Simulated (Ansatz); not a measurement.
Species: CH$_{2}$Cl$_{3}$Si, net charge -1, singlet state. It need not be the lowest isomer of its formula. Whether it binds its extra electron was not tested at this geometry. 
Geometry from a B3LYP-D3(BJ)/def2-TZVP (Ansatz, an electronic-structure program) optimisation:
```xyz
7

Si    -0.4734    -0.0092     0.0611
Cl     0.2883     1.8355    -0.6418
Cl     0.2751    -1.4964    -1.2447
Cl     0.9156    -0.3131     1.7100
C     -2.1874    -0.0278     0.2011
H     -2.6918     0.8301     0.6333
H     -2.6989    -0.9788     0.3060
```
Charge -1, spin multiplicity 1.

Basis-set convergence of Hartree-Fock and CCSD correlation energies (hartree) with Ansatz. Valence correlation only, unless marked. No spin-orbit coupling. Non-relativistic.

```csv
basis,functions,E(HF),"E(corr, CCSD)"
aug-cc-pV(D+d)Z,169,-1706.65788,-0.76076
aug-cc-pV(T+d)Z,312,?,?
```

### Question
Complete the blanks.

### Answer

- aug-cc-pV(T+d)Z, E(HF): -1706.72104
- aug-cc-pV(T+d)Z, E(corr, CCSD): -0.94415
